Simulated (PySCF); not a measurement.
# Structure elucidation problem

The spectra below were simulated for a compound C3H6N2O2Si.

1H NMR (300 MHz, computed): δ 8.42 (s, 1H), 5.77 (br s, 1H), 4.60 (br s, 1H), 1.76 (s, 1H), 1.07 (br s, 2H).

13C{1H} NMR (computed): δ 169.5 (CH), 98.1 (CH), 88.7 (C).

Non-relativistic, equivalent nuclei averaged, no solvent, a single conformation. Geometry: GFN2-xTB; shieldings: GIAO PBE0/pcSseg-1; PySCF 2.14.0 with density-fitted response routines.

Chemical shifts δ = σref − σ; 1H (σ = 31.72 ppm), 13C (σ = 186.93 ppm) against TMS, all at this level.

Problem. Which candidate is it?
A. C[SiH2]Oc1ncon1
B. C[SiH2]Oc1ncno1
C. [SiH3]OCc1ncon1
D. C#C[Si@@](N)(O)NC=O

Solution. D. 

- The formula gives 3 degrees of unsaturation (no ring in the answer).
- 3 carbon signals for 3 carbons: no two carbons are equivalent.
- Carbon types of the structure: 1 × C, 2 × CH, leaving 4 H on heteroatoms.
- δC 169.5: amide carbonyl carbon; lone-pair donation from the attached heteroatom keeps it upfield of a ketone carbonyl.
- δC 98.1: terminal alkyne carbon; the triple bond shields along its axis, which puts it between sp3 and sp2 carbons.
- δC 88.7: alkyne carbon; sp carbons lie upfield of alkene carbons because the cylindrical π system leaves one tensor component strongly shielded.
- δH 5.77: hydrogen on an oxygen bonded to Si; exchangeable, gas-phase position.
- δH 4.60: hydrogen on an amide-type nitrogen; labile proton, position sensitive to the medium.

The others: C[SiH2]Oc1ncon1 would give 3 signals for carbon-bound and other non-exchanging H, not 2; C[SiH2]Oc1ncno1 would give 3 signals for carbon-bound and other non-exchanging H, not 2; [SiH3]OCc1ncon1 would give 3 signals for carbon-bound and other non-exchanging H, not 2.

The OH or NH signal is concentration- and solvent-dependent in practice; the value given is the gas-phase one. Shifts are as computed. Against solution values, carbons near 30 ppm lie about +3 ppm off and those near 130 ppm about +5 ppm. Of 1211 compounds with measured shifts, 218 miss one by over three times the rms of a fit or turn the order of signals round; such compounds aren't used in these exercises. The C=O carbon of an acid or of an amide with N–H lies up to 10 ppm further downfield in solution, through hydrogen bonding that the calculation lacks. Multiplicities follow the n + 1 count of equivalent neighbours, as no J values were calculated; m marks all less simple cases, F and P coupling included.
